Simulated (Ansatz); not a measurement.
Geometry optimisation, RKS PBE/def2-SVP (Ansatz 0.2.0).

The input (input.yaml):

```yaml
crystal:
  periodic: [false, false, false]
  atoms:
    - { symbol: B, position_ang: [-1.7637, 0.6027, -0.0588] }
    - { symbol: C, position_ang: [-0.6495, 0.5632, -1.1414] }
    - { symbol: Ga, position_ang: [1.1117, -0.0657, -0.3016] }
    - { symbol: C, position_ang: [1.4717, -0.9556, 1.0216] }
    - { symbol: F, position_ang: [1.8465, 1.0738, -0.4707] }
    - { symbol: H, position_ang: [-1.5674, 0.9799, 1.0391] }
    - { symbol: H, position_ang: [-2.9101, 0.539, -0.4104] }
    - { symbol: H, position_ang: [-0.7793, 1.338, -1.9418] }
    - { symbol: H, position_ang: [-0.622, -0.4308, -1.5484] }
    - { symbol: H, position_ang: [2.3253, -1.3779, 1.4998] }
    - { symbol: H, position_ang: [0.7354, -0.5591, 1.8463] }
    - { symbol: H, position_ang: [0.8783, -1.7628, 0.5003] }
basis:
  gaussian: { orbitals: def2-SVP }
hamiltonian:
  xc: pbe
relax:
  f_tol: 0.015
  max_steps: 40
output:
  orbitals: {}
```

Run as:

```bash
$ ansatz run input.yaml --threads 2 --pin off --max-ram 3072MiB --backend cpu --events-out ev --progress --plain --runs-dir out
```

Task: Where does it end, and by what steps?

Result: The run converged. The force dipped under the threshold on the way, but the program's further checks kept it going. After 35 steps the energy has fallen by 8.889 eV; H6 moved furthest, 1.49 Å. The start is strongly strained (largest force component 29 eV/Å), so its close contacts needn't be bonds. Parted: Ga3–H12.

```
step  energy less start (eV)  largest force component (eV/Å)  accepted
   0                  0.0000                          28.858       yes
   2                 -7.4649                           3.178       yes
   4                 -8.4479                           0.323       yes
   6                 -8.5962                           0.398       yes
   8                 -8.6647                           0.897       yes
  10                 -8.8188                           0.641       yes
  12                 -8.8645                           0.239       yes
  14                 -8.8810                           0.147       yes
  16                 -8.8854                           0.068       yes
  18                 -8.8867                           0.089       yes
  20                 -8.8874                           0.050       yes
  22                 -8.8880                           0.052       yes
  24                 -8.8883                           0.046       yes
  26                 -8.8886                           0.021       yes
  28                 -8.8887                           0.024       yes
  30                 -8.8888                           0.013       yes
  32                 -8.8888                           0.031        no
  34                 -8.8889                           0.016       yes
  35                 -8.8889                           0.007       yes
```

```xyz
12
Properties=species:S:1:pos:R:3
B -1.869 0.843 -0.282
C -0.761 0.511 -1.277
Ga 0.763 0.228 0.008
C 1.372 -1.309 1.064
F 1.822 1.661 0.076
H -2.071 1.994 0.068
H -2.510 -0.048 0.254
H -0.374 1.320 -1.926
H -0.810 -0.476 -1.784
H 2.399 -1.583 0.747
H 1.412 -1.013 2.132
H 0.704 -2.185 0.953
```

Whether the end is a true minimum wasn't checked by a vibrational analysis.

Time of the run: 2.6 min on 2 threads of Arm Neoverse N1 (shared host), peak memory 0.17 GiB.
